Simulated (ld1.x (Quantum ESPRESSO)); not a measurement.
# Plane-wave convergence, TM potential for bismuth (Bi)

* Element: Bi (Z = 83)
* Generator: ld1.x (Quantum ESPRESSO) 7.5
* Type: norm-conserving Troullier–Martins (Kleinman–Bylander form)
* Functional: PBE
* Relativity: scalar-relativistic
* Frozen core: [Xe] 4f14 5d10
* Valence charge: 5
* Reference configuration: 6s2 6p3
* Partial waves: 6p (bound): rc 2.15 bohr; 6d channel at 0.4 Ry: rc 2.00 bohr; 6s (bound): rc 1.80 bohr
* Local potential: the s channel
* Core correction: Bessel-smoothed model core inside 1.85 bohr

The pseudo-atom Hamiltonian at the reference potential is diagonalised in spherical Bessel functions j_l(qr) that vanish at 20 bohr, with q² up to the cutoff. All-electron valence levels (Ry): 6p -0.3359, 6s -1.0640.

How do the lowest levels (Ry) of each channel move with the cutoff, and are there ghosts?

| cutoff (Ry) | p #1 | d #1 | s #1 | s #2 | f #1 | Σ f·Δε (mRy) |
| --- | --- | --- | --- | --- | --- | --- |
| 8 | -0.3280 | 0.0299 | -1.0276 | -0.0442 | 0.1073 | 96.7 |
| 12 | -0.3344 | 0.0293 | -1.0487 | -0.0463 | 0.1073 | 35.4 |
| 18 | -0.3348 | 0.0263 | -1.0523 | -0.0465 | 0.1073 | 26.8 |
| 25 | -0.3357 | 0.0234 | -1.0600 | -0.0470 | 0.1073 | 8.8 |
| 30 | -0.3358 | 0.0217 | -1.0627 | -0.0472 | 0.1073 | 3.1 |
| 40 | -0.3359 | 0.0186 | -1.0632 | -0.0473 | 0.1073 | 2.0 |
| 50 | -0.3359 | 0.0134 | -1.0637 | -0.0473 | 0.1073 | 0.6 |
| 60 | -0.3359 | 0.0003 | -1.0639 | -0.0473 | 0.1073 | 0.2 |
| 400 | -0.3360 | -2.7751 | -1.0640 | -0.0473 | 0.1073 | 0.0 |

Result: ghost state, extra bound levels that the all-electron valence spectrum of the same l lacks: d at -37.8 eV (a true bound ghost makes a file unfit for plane-wave use); 10 mRy is reached at 25 Ry and 1 mRy at 50 Ry.

Its largest configuration-test error is -860 meV.
